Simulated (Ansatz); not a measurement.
The cluster CuBr₂⁻. Charge -1, multiplicity 3. Geometry PBE-D4/def2-TZVPD; atoms count from 1.

```csv
atom,x (Å),y (Å),z (Å)
Cu1,-0.493,0.305,0.890
Br2,-1.338,-0.479,-1.211
Br3,1.831,0.174,0.320
```

At PBE0-D4/def2-TZVPD a singlet of charge -1 lies 3.21 eV below the triplet, each at its own geometry. The structure comes from a short search, and lower isomers may exist.

(1) Estimate the Mulliken populations from the PBE0/def2-TZVPD orbitals of Ansatz.

(2) Where does the spin sit?

(3) And the Mayer bond orders between bonded heavy atoms (over 0.3)?

## Answers

(1) 
```csv
atom,charge (e),spin (α − β),d electrons
Cu1,-0.44,1.65,9.43
Br2,-0.28,0.17,–
Br3,-0.28,0.17,–
```
Mulliken values and Mayer orders depend strongly on the basis. With diffuse functions, as here, like atoms can get unlike values, and bond orders can come out too low or too high.

(2) Summed by element: Cu 1.65, Br 0.35, of 2 unpaired in all. Largest on single atoms: Cu1 1.65, Br2 0.17, Br3 0.17.

(3) Cu1–Br2 0.63 (2.40 Å); Cu1–Br3 0.63 (2.40 Å).
